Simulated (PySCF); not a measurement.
Zn(F)(SiMe3), SMILES C[Si](C)([Zn][F])C (C₃H₉FSiZn), GFN2-xTB optimised geometry. Atoms within 1.6 Å of the plane z = 1.2 Å (x, y, z in Å): Si3 (-0.30, -0.69, 0.00), C4 (-0.94, 1.12, 0.00), C5 (1.61, -0.69, 0.00), C6 (-0.93, -1.58, 1.57), H7 (-0.70, 1.62, 0.93), H9 (-2.01, 1.15, -0.13), H11 (2.01, -1.70, 0.01), H12 (1.98, -0.18, 0.88), H13 (-0.49, -2.57, 1.67), H14 (-2.01, -1.71, 1.54), H15 (-0.69, -1.02, 2.47).

Method: B3LYP/def2-TZVP in PySCF.

Map of the Laplacian of the electron density (e/bohr⁵) on the plane z = 1.2 Å:

```
|===========================|
|===========================|
|===========================|
|===========================|
|===========================|
|===========================|
|===========================|
|===========================|
|===========-===============|
|===========================|
|===========================|
|===========================|
|===========================|
|===========================|
|===========================|
|===========================|
|========++=-===============|
|=========-- ===============|
|========--@-=+=============|
|=========++==+=============|
|=========++================|
|===========================|
|===========================|
|===========================|
|===========================|
|===========================|
|===========================|
```
Scale: ten equal steps from -0.774 (start of ' ') to 0.986 (end of '@'), in the order ' .:-=+*#%@'; x runs from -4.50 to 4.50, y from -4.50 (bottom) to 4.50 (top).
